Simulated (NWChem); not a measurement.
All runs are NWChem calculations. System: Br2Pb, charge 0, spin multiplicity 1, at a geometry optimised with PBE0/def2-SVP with def2 effective core potentials on Pb. The structure started from a generated list of species. Level: MP2/def2-TZVP with def2 effective core potentials on Pb, 22 core orbitals frozen.

NWChem printed:

```
             Northwest Computational Chemistry Package (NWChem) 7.3.0
             --------------------------------------------------------

                                NWChem Input Module
                                -------------------

 Scaling coordinates for geometry "geometry" by  1.889725989
 (inverse scale =  0.529177249)

 Turning off AUTOSYM since
 SYMMETRY directive was detected!

                             Geometry "geometry" -> ""
                             -------------------------

 Output coordinates in angstroms (scale by  1.889725989 to convert to a.u.)

  No.       Tag          Charge          X              Y              Z
 ---- ---------------- ---------- -------------- -------------- --------------
    1 Pb                  82.0000     0.00000000     0.00000000     0.76980500
    2 Br                  35.0000    -2.02943200     0.00000000    -0.90177200
    3 Br                  35.0000     2.02943200     0.00000000    -0.90177200

 Effective nuclear repulsion energy (a.u.)    1314.9900751128

            Nuclear Dipole moment (a.u.)
            ----------------------------
        X                 Y               Z
 ---------------- ---------------- ----------------
     0.0000000000     0.0000000000    -0.0000566918

      Symmetry information
      --------------------

 Group name             C2v
 Group number             16
 Group order               4
 No. of unique centers     2

      Symmetry unique atoms

     1    2


 Summary of "ao basis" -> "" (spherical)
 ------------------------------------------------------------------------------
       Tag                 Description            Shells   Functions and Types
 ---------------- ------------------------------  ------  ---------------------
 *                         def2-tzvp                  on all atoms

 Summary of "ao basis" -> "ao basis" (spherical)
 ------------------------------------------------------------------------------
       Tag                 Description            Shells   Functions and Types
 ---------------- ------------------------------  ------  ---------------------
 Pb                        def2-tzvp                16       50   6s5p3d2f
 Br                        def2-tzvp                16       48   6s5p4d1f

                                 NWChem SCF Module
                                 -----------------

  ao basis        = "ao basis"
  functions       =   146
  atoms           =     3
[...]
 -----------   ------   -------------------------------------------------------
    1 Pb  22    21.06   0.07 -0.59  1.79  0.76  1.19  0.67 -0.62  6.55  0.39  0.62  0.08  9.12  0.88  0.12  0.04  0.00
    2 Br  35    35.47   2.00  2.00  1.16  0.78  0.98  1.04  6.00  5.94  1.24  2.85  1.46  8.98  1.02 -0.01  0.04  0.00
    3 Br  35    35.47   2.00  2.00  1.16  0.78  0.98  1.04  6.00  5.94  1.24  2.85  1.46  8.98  1.02 -0.01  0.04  0.00

       Multipole analysis of the density wrt the origin
       ------------------------------------------------

     L   x y z        total         open         nuclear
     -   - - -        -----         ----         -------
     0   0 0 0      0.000000      0.000000     92.000000

     1   1 0 0     -0.000000      0.000000      0.000000
     1   0 1 0      0.000000      0.000000      0.000000
     1   0 0 1      1.934422      0.000000    -87.283288

     2   2 0 0    -56.668267      0.000000   1029.543544
     2   1 1 0      0.000000      0.000000      0.000000
     2   1 0 1      0.000000      0.000000      0.000000
     2   0 2 0    -45.937660      0.000000      0.000000
     2   0 1 1      0.000000      0.000000      0.000000
     2   0 0 2    -47.865766      0.000000    249.834109

                   NWChem MP2 Semi-direct Energy/Gradient Module
                   ---------------------------------------------

  Basis functions       =    146
  Molecular orbitals    =    146
  Frozen core           =     22
  Frozen virtuals       =      0
  Active alpha occupied =     24
  Active beta occupied  =     24
  Active alpha virtual  =    100
  Active beta virtual   =    100
  Use MO symmetry       = T
  Use skeleton AO sym   = T

  AO/Fock/Back tols     =   1.0D-09  1.0D-09  1.0D-09

 GA uses MA = F    GA memory limited = T

 Available:
  local mem=  1.26D+08
 global mem=  1.44D+08
 local disk=  0.00D+00
  mp2_memr nvloc                   100
  nvloc new                   100
   1 passes of  24:        5242880                     163436                  80436972.
   1 passes of  24: M    126136671           G      144136568           F     120893791.

 Semi-direct pass number   1 of   1  for RHF alpha+beta  at        8.7s
  vrange nnbf                  9853
  mp2_eaftype                   306  avail_ma_in_mb                  1099
 EAF : mp2_eaftype filesize         306   40218486.
  mp2_eaf for mointskh                    306
Node 0 wrote    189.2 Mb in      0.1 s     Agg I/O rate:  1994.5 Mb/s
 Done moints_semi at       30.8s
  mp2_eaftype                   306  avail_ma_in_mb                   793
 EAF : mp2_eaftype filesize         306   40218486.
  mp2_eaf for kh                   306
 Done maket at       31.9s
 Done multipass loop at       31.9s

          -------------------------------------------
          SCF energy               -5336.798223639796
          Correlation energy          -0.934426741135
          Singlet pairs               -0.469985738768
          Triplet pairs               -0.464441002367
          Total MP2 energy         -5337.732650380931
          -------------------------------------------

          ---------------------------------------------------
                    Spin Component Scaled (SCS) MP2
          Same spin pairs                     -0.309627334911
          Same spin scaling factor             0.333333333333
          Opposite spin pairs                 -0.624799406224
          Opposite spin scaling fact.          1.200000000000
          SCS-MP2 correlation energy          -0.852968399106
          Total SCS-MP2 energy             -5337.651192038901
          ---------------------------------------------------

 -----------------------
 Performance information
 -----------------------

 Timer overhead =  2.20D-07 seconds/call

               Nr. of calls         CPU time (s)                 Wall time (s)                GFlops
             ---------------    -------------------     ------------------------------   -------------------
Name         Min   Avg   Max    Min     Avg     Max     Min     Avg     Max   Mx/calls   Min     Max     Sum
mp2: moin     1     1     1    22.     22.     22.      22.     22.     22.     22.      0.0     0.0     0.0
mp2: make     1     1     1    1.1     1.1     1.1      1.1     1.1     1.1     1.1      0.0     0.0     0.0
mp2: tota     1     1     1    23.     23.     23.      23.     23.     23.     23.      0.0     0.0     0.0

 The average no. of pstat calls per process was 3.00D+00
 with a timing overhead of 6.59D-07s

 Task  times  cpu:       31.9s     wall:       31.9s

 Total times  cpu:       31.9s     wall:       31.9s
```

Q: Write an NWChem input that would produce this output.

A: This is not unique; one that fits is 
```
start mol
memory heap 200 mb stack 900 mb global 1100 mb
geometry units angstroms nocenter noautoz
  Pb     0.000000     0.000000     0.769805
  Br    -2.029432     0.000000    -0.901772
  Br     2.029432     0.000000    -0.901772
  symmetry group C2v
end
basis spherical
  * library def2-tzvp
end
ecp
  Pb library def2-ecp
end
scf
  rhf
  nopen 0
  maxiter 100
  thresh 1e-7
  semidirect memsize 60000000 filesize 0
end
mp2
  freeze core 22
end
task mp2 energy
```
